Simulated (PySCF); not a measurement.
Job file and geometry (Å, from GFN2-xTB) of a spin–spin coupling run on SMILES FB(F)C#CB(F)F, C2B2F4, B3LYP/pcJ-1 indirect spin-spin coupling, non-relativistic, gas phase in PySCF; density fitting, a coarse starting grid and PySCF grid level 2 are the driver's defaults:

```
$ OMP_NUM_THREADS=1 python probes_run.py task.json out

{"job": {"kind": "j", "xc": "B3LYP", "basis": "pcJ-1"}, "charge": 0, "multiplicity": 1}
F      2.436081     1.569497     1.294789
B      1.951171     0.851275     0.309627
F      2.747726     0.690826    -0.720444
C      0.556351     0.242697     0.358662
C     -0.554121    -0.240578     0.395222
B     -1.948959    -0.848787     0.442873
F     -3.005518    -0.209458    -0.000679
F     -2.173675    -2.046060     0.930218
```

Question: Write the output of this run.

Answer: 
```
coarse grid: 8688 points
cycle   1  E = -525.3115323636  dE =  1.056e+00  |g| = 9.338e-01  |ddm| = 3.314e+00
cycle   2  E = -525.1511608884  dE =  1.604e-01  |g| = 1.447e+00  |ddm| = 1.025e+00
cycle   3  E = -525.4461841419  dE = -2.950e-01  |g| = 8.340e-02  |ddm| = 5.977e-01
cycle   4  E = -525.4476019898  dE = -1.418e-03  |g| = 3.624e-02  |ddm| = 8.887e-02
cycle   5  E = -525.4479224935  dE = -3.205e-04  |g| = 1.494e-03  |ddm| = 2.922e-02
cycle   6  E = -525.4479228806  dE = -3.872e-07  |g| = 6.080e-04  |ddm| = 1.667e-03
final grid: 91248 points
cycle   7  E = -525.5089781071  dE = -2.494e-04  |g| = 4.641e-03  |ddm| = 2.046e-02
cycle   8  E = -525.5089746625  dE =  3.445e-06  |g| = 5.541e-03  |ddm| = 5.478e-03
cycle   9  E = -525.5089796161  dE = -4.954e-06  |g| = 2.339e-03  |ddm| = 4.112e-03
cycle  10  E = -525.5089807839  dE = -1.168e-06  |g| = 9.558e-04  |ddm| = 1.861e-03
cycle  11  E = -525.5089809842  dE = -2.003e-07  |g| = 1.580e-04  |ddm| = 5.462e-04
cycle  12  E = -525.5089809887  dE = -4.533e-09  |g| = 2.379e-05  |ddm| = 1.084e-04
cycle  13  E = -525.5089809888  dE = -1.069e-10  |g| = 6.079e-06  |ddm| = 1.437e-05
converged SCF energy = -525.5089809888

Indirect spin-spin couplings (Hz)
  i      j    bonds     total        FC       PSO       DSO        SD
  0 F    1 B    1    -96.414   -45.773   -52.253     0.936     0.676
  0 F    2 F    2   -195.875    69.008  -270.873    -1.137     7.128
  0 F    3 C    2     55.303    57.278    -2.474    -0.038     0.537
  0 F    4 C    3     13.982     7.164     4.419    -0.252     2.651
  0 F    5 B    4     -0.864    -0.756     0.008    -0.092    -0.024
  0 F    6 F    5     -0.715     0.585     0.240    -0.431    -1.109
  0 F    7 F    5     -0.740     0.569     0.230    -0.431    -1.108
  1 B    2 F    1    -96.425   -45.775   -52.262     0.936     0.675
  1 B    3 C    1    149.485   150.719    -1.795     0.392     0.169
  1 B    4 C    2     25.784    22.928     2.059    -0.073     0.871
  1 B    5 B    3      2.655     2.611     0.035    -0.001     0.010
  1 B    6 F    4     -0.867    -0.757     0.006    -0.092    -0.023
  1 B    7 F    4     -0.877    -0.769     0.008    -0.092    -0.024
  2 F    3 C    2     55.189    57.151    -2.460    -0.037     0.535
  2 F    4 C    3     13.868     7.120     4.369    -0.251     2.630
  2 F    5 B    4     -0.875    -0.766     0.007    -0.092    -0.024
  2 F    6 F    5     -0.730     0.578     0.232    -0.430    -1.110
  2 F    7 F    5     -0.727     0.578     0.241    -0.431    -1.115
  3 C    4 C    1    162.657   146.853     4.448     0.122    11.234
  3 C    5 B    2     25.786    22.928     2.060    -0.073     0.871
  3 C    6 F    3     13.971     7.181     4.398    -0.251     2.643
  3 C    7 F    3     13.877     7.107     4.385    -0.251     2.637
  4 C    5 B    1    149.497   150.732    -1.796     0.392     0.169
  4 C    6 F    2     55.355    57.322    -2.464    -0.037     0.535
  4 C    7 F    2     55.155    57.123    -2.467    -0.038     0.536
  5 B    6 F    1    -96.556   -45.908   -52.260     0.936     0.675
  5 B    7 F    1    -96.447   -45.802   -52.254     0.936     0.674
  6 F    7 F    2   -196.074    68.750  -270.795    -1.137     7.109
```

Size and cost of the density-fitted run: 216 basis functions, 32 s wall time on 1 thread of an Arm Neoverse V2, shared host; peak memory 0.89 GiB.
